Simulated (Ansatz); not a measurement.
# Ligand exchange: C2H4FI + Al(CH3)I2 → C2H3FI2 + AlH(CH3)I

Species: C2H4FI `CC(F)I`, singlet; Al(CH3)I2, singlet; C2H3FI2 `FC(I)CI`, singlet; AlH(CH3)I, singlet. The partners trade H for I: C–H and Al–I bonds give way to C–I and Al–H.

Shapes, held fixed at every level: PBE0-D4/def2-TZVP. Flexible molecules stand in one conformer, not always the lowest. Programs: Ansatz 0.2.0. Electronic energies: no zero-point or thermal term.

| level | kind | ΔE (kJ/mol) | less CCSD(T)/def2-TZVPP |
| --- | --- | --- | --- |
| HF/def2-TZVPP | Hartree–Fock | +221.1 | +16.5 |
| PBE0-D4/def2-TZVPP | global hybrid | +210.6 | +6.0 |
| r2SCAN0-D4/def2-TZVPP | global hybrid | +216.7 | +12.1 |
| wB97X-V/def2-TZVPP | range-separated hybrid | +207.2 | +2.6 |
| MP2/def2-SVP | perturbation theory | +216.2 | +11.6 |
| MP2/def2-TZVPP | perturbation theory | +210.2 | +5.6 |
| CCSD(T)/def2-SVP | coupled cluster or CI | +211.1 | +6.5 |
| CCSD(T)/def2-TZVPP | coupled cluster or CI | +204.6 | 0.0 |

The highest level, CCSD(T)/def2-TZVPP, gives ΔE = +204.6 kJ/mol; the levels span +204.6 to +221.1. The column of differences is taken from that level and isn't an error. No measured value is set beside it here. For atoms past krypton def2 sets carry core potentials with scalar relativity. Outer-core shells of I are correlated in most correlated rows, in sets that cover them unevenly.
